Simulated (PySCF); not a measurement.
Cl3H3OSi2, SMILES Cl[SiH2]O[SiH](Cl)Cl. Geometry optimised at B3LYP-D3(BJ)/def2-SVP. This is a generated structure with no PubChem entry under its InChIKey; it may be hypothetical. Other conformers were not sampled.

Computed equilibrium geometry at B3LYP-D3(BJ)/def2-SVP (PySCF confirms it by a frequency run) as a Z-matrix (one conformer of several):
```
O
Si 1 1.6416
Si 1 1.6619 2 143.03
H 2 1.4706 1 110.23 3 -138.48
H 3 1.4782 1 107.44 2 -165.37
H 3 1.4812 5 112.81 1 -121.48
Cl 2 2.0585 4 109.63 1 119.94
Cl 2 2.0631 4 110.14 1 -120.26
Cl 3 2.0679 5 108.88 6 -120.43
```
Charge 0, spin multiplicity 1.
